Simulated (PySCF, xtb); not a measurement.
H5W, SMILES [WH5+] (connectivity only; charge and spin as stated), charge +1, multiplicity 1.

xtb 6.7.1 with GFN2-xTB at its own geometry gives an orbital gap of 4.00 eV.

Coordinates come from a B3LYP-D3(BJ)/def2-TZVPD optimisation. The multiplicity is an assumed one; other spin states were not compared. The def2 effective core potentials stand for the cores of W; spin–orbit coupling is left out.

### Question
What does PBE0/def2-TZVPD (PySCF) give? (The exact figures need the calculation; the answer reports its results.)

### Answer
gap 4.54 eV (levels -15.28 and -10.74 eV).
